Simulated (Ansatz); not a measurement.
Geometry optimisation, RHF/def2-SVP (Ansatz 0.2.0).

Input:

```yaml
crystal:
  periodic: [false, false, false]
  atoms:
    - { symbol: Zn, position_ang: [0.746096, -1.369476, -0.524246] }
    - { symbol: Si, position_ang: [0.535931, 0.566997, 0.796364] }
    - { symbol: Cl, position_ang: [1.004679, -3.157759, -1.691535] }
    - { symbol: H, position_ang: [-1.683855, 0.821254, -0.768147] }
    - { symbol: F, position_ang: [-1.950082, 0.024364, -1.086795] }
    - { symbol: H, position_ang: [1.803712, 1.084484, 1.369073] }
    - { symbol: H, position_ang: [-0.042032, 1.682798, -0.013598] }
    - { symbol: H, position_ang: [-0.41465, 0.347438, 1.918785] }
basis:
  gaussian: { orbitals: def2-SVP }
hamiltonian:
  xc: hf
relax:
  f_tol: 0.03
  max_steps: 50
output:
  orbitals: {}
```

Run as:

```bash
$ ansatz run input.yaml --threads 2 --pin off --max-ram 3072MiB --backend cpu --events-out ev --progress --plain --runs-dir out
```

Where does it end, and by what steps?

The run converged. After 8 steps the energy has fallen by 0.144 eV; H4 moved furthest, 0.86 Å.

```json
{"step": "0", "energy less start (eV)": "0.0000", "largest force component (eV/Å)": "0.565", "accepted": "yes"}
{"step": "1", "energy less start (eV)": "-0.0252", "largest force component (eV/Å)": "1.944", "accepted": "yes"}
{"step": "2", "energy less start (eV)": "-0.0736", "largest force component (eV/Å)": "0.529", "accepted": "yes"}
{"step": "3", "energy less start (eV)": "-0.0862", "largest force component (eV/Å)": "0.329", "accepted": "yes"}
{"step": "4", "energy less start (eV)": "-0.1003", "largest force component (eV/Å)": "0.909", "accepted": "yes"}
{"step": "5", "energy less start (eV)": "-0.1293", "largest force component (eV/Å)": "0.513", "accepted": "yes"}
{"step": "6", "energy less start (eV)": "-0.1299", "largest force component (eV/Å)": "0.529", "accepted": "yes"}
{"step": "7", "energy less start (eV)": "-0.1423", "largest force component (eV/Å)": "0.113", "accepted": "yes"}
{"step": "8", "energy less start (eV)": "-0.1437", "largest force component (eV/Å)": "0.026", "accepted": "yes"}
```

```xyz
8
Properties=species:S:1:pos:R:3
Zn 0.437 -1.161 -0.529
Si 0.668 0.714 1.011
Cl 0.653 -2.953 -1.724
H -2.123 0.373 -1.350
F -1.711 -0.423 -1.475
H 2.067 0.984 1.433
H 0.148 1.967 0.389
H -0.138 0.499 2.244
```

Whether the end is a true minimum wasn't checked by a vibrational analysis.

Run time: 12 s on 2 threads of Arm Neoverse V2 (shared host), peak memory 0.2 GiB.
